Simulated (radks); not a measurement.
Values are calculated unless marked as measured or tabulated.
Species: Pb3+. Configuration: [Xe] 4f13 5d10 6s2 (not the ground configuration). Level of theory: Dirac Kohn-Sham, PBE, spin-unpolarised, spherical densities, point nucleus; open shells fill j = l - 1/2 first (a radial shooting solver on a logarithmic mesh with Libxc functionals).

Radial electron density D(r) = 4 pi r^2 rho(r):

```
   r/bohr * D(r) (the largest magnitude, 154, reaches the edge; | marks zero)
 0.002289 |             *
 0.002665 |                *
 0.003078 |                   *
 0.003583 |                      *
 0.004138 |                          *
 0.004779 |                             *
 0.005564 |                                 *
 0.006425 |                                    *
 0.007421 |                                       *
 0.008639 |                                         *
 0.009977 |                                          *
  0.01161 |                                          *
  0.01341 |                                         *
  0.01549 |                                       *
  0.01803 |                                      *
  0.02083 |                                     *
  0.02425 |                                      *
    0.028 |                                        *
  0.03234 |                                            *
  0.03765 |                                                 *
  0.04348 |                                                     *
  0.05021 |                                                      *
  0.05845 |                                                    *
  0.06751 |                                                *
  0.07859 |                                            *
  0.09076 |                                           *
   0.1048 |                                             *
    0.122 |                                                 *
   0.1409 |                                                   *
   0.1628 |                                               *
   0.1895 |                                      *
   0.2188 |                               *
   0.2547 |                            *
   0.2942 |                               *
   0.3398 |                                 *
   0.3955 |                                *
   0.4568 |                         *
   0.5318 |                 *
   0.6142 |            *
   0.7093 |         *
   0.8257 |        *
   0.9536 |       *
    1.101 |      *
    1.282 |    *
    1.481 |  *
    1.724 | *
    1.991 |*
    2.299 |*
    2.676 *
    3.091 *
     3.57 *
    4.156 *
    4.799 *
    5.587 *
```

D(r) has 4 maxima, at r = 0.0107, 0.0494, 0.136, 0.351 bohr, and minima at 0.0212, 0.0879, 0.251 bohr, inside which lie 2.03, 11.03, 30.07 electrons.
